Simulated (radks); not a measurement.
Valence configurations of Re IV (all share [Xe]). Calculated with a radial shooting solver on a logarithmic mesh with Libxc functionals: scalar-relativistic Kohn-Sham, LDA (Slater exchange, Perdew-Wang correlation), spin-unpolarised, spherical densities, point nucleus. Energies are relative to 4f14 5d4; eigenvalues in eV.

valence           E (eV)    e(4f)    e(5d)    e(6p)    e(6s)
4f14 5d4           0.000  -72.689  -33.383        -        -
4f14 5d3.5 6s0.5   1.929  -74.527  -34.638        -  -30.534
4f14 5d2 6s2       9.319  -80.254  -38.474        -  -32.682
4f14 5d2 6p2      27.039  -83.121  -40.817  -25.304        -
4f13.5 5d4 6p0.5  27.129  -80.354  -36.204  -22.945        -
4f13 5d5          43.523  -82.918  -35.218        -        -
4f13 5d4.5 6s0.5  46.045  -84.827  -36.527        -  -31.214
4f13 5d4 6s1      48.845  -86.769  -37.845        -  -31.955
4f12.5 5d5 6p0.5  75.623  -90.873  -38.082  -23.369        -
4f12 5d4 6s2      110.07  -101.69  -42.535        -  -34.026

NIST lists [Xe] 4f14 5d4 as the ground configuration; this level of theory agrees among the configurations tried. The energies are those of spherical spin-averaged densities, not of single terms.
